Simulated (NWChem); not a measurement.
BeH$_{2}$; SMILES [BeH2]

Computed with NWChem. Structure relaxed at the PBE0/def2-SVP level. Ions are spin-unrestricted doublets at the neutral geometry; other ion states weren't tried.

```
level                                  vertical ionisation energy, ΔSCF (eV)  −ε(HOMO) (eV)  ΔSCF minus −ε(HOMO) (eV)
-------------------------------------  -------------------------------------  -------------  ------------------------
B3LYP/def2-TZVP                                                        11.84           8.63                      3.21
PBE/def2-TZVP                                                          11.59           7.46                      4.13
CAM-B3LYP/def2-TZVP                                                    11.94          10.30                      1.64
r2SCAN/def2-TZVP                                                       11.63           7.77                      3.86
LDA (Slater exchange, VWN5)/def2-TZVP                                  11.58           7.45                      4.13
```
